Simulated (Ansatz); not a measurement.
GeO, triplet, geometry from GFN2-xTB (the spin is typed, not shown lowest). Base run: PBE/3-21G run with Ansatz (a first-principles code).

Here is a job for Ansatz.
Ansatz 0.2 input:
```yaml
crystal:
  periodic: [false, false, false]
  atoms:
    - {symbol: Ge, position_ang: [-0.00000000, -0.00000000, -0.33477338]}
    - {symbol: O, position_ang: [0.00000000, 0.00000000, 1.33909353]}
basis:
  gaussian:
    orbitals: 3-21G.json
hamiltonian:
  xc: pbe
magnetization: {spin_polarized: true, initial_magnetization: 2}
```
The basis file holds 3-21G in the JSON format of the Basis Set Exchange.

Each row names what was changed in the base input (with any setting that the change needs).

```json
[
 {"change": "base", "ΔE vs base (mEh)": "0.000"},
 {"change": "accuracy = high", "ΔE vs base (mEh)": "0.002"},
 {"change": "point_charge = charge:1.0 position_ang:-3.7028, -0.5803, -0.319", "ΔE vs base (mEh)": "-13.606"},
 {"change": "point_charge = charge:-1.0 position_ang:-2.0583, -0.4606, -2.7031", "ΔE vs base (mEh)": "-28.025"},
 {"change": "forces = on", "ΔE vs base (mEh)": "0.000"},
 {"change": "fitting.mean_field = def2-universal-JKFIT", "ΔE vs base (mEh)": "-0.417"},
 {"change": "nuclear_model = gaussian", "ΔE vs base (mEh)": "6.738"},
 {"change": "lower_state_search = full", "ΔE vs base (mEh)": "0.000"},
 {"change": "point_charge = charge:0.5 position_ang:-2.4609, -2.8727, 1.1452", "ΔE vs base (mEh)": "-5.742"},
 {"change": "final_grid = 4, 8, 17", "ΔE vs base (mEh)": "0.064"},
 {"change": "lower_state_search = off", "ΔE vs base (mEh)": "0.000"}
]
```
